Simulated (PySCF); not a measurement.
# UHF on N(3+) (nitrogen, charge +3)

Configuration: [He] 2s2, closed-shell 1S. Calculation: PySCF 2.14, in def2-QZVPPD (8s4p4d2f1g, 63 functions); no relativity, point nucleus.

```json
{
 "Total energy": "-51.082067 hartree",
 "One-electron energy": "-60.3904 hartree",
 "Hartree (Coulomb) energy": "14.4436 hartree",
 "Exchange energy": "-5.1352 hartree",
 "Kinetic energy": "51.08278 hartree",
 "⟨S²⟩": "0.0000",
 "⟨L²⟩": "0.000",
 "Sum of ⟨r⟩": "2.679 bohr",
 "Sum of ⟨r²⟩": "3.043 bohr²",
 "Density at the nucleus (Gaussians lack the cusp)": "209 bohr⁻³",
 "Langevin diamagnetic susceptibility": "-2.41 ×10⁻⁶ cm³/mol"
}
```

```json
{"shell": "1s", "electrons": "2", "mean orbital energy (eV)": "-493.07", "rms radius, mean of both spins (bohr)": "0.263"}
{"shell": "2s", "electrons": "2", "mean orbital energy (eV)": "-75.286", "rms radius, mean of both spins (bohr)": "1.21"}
```
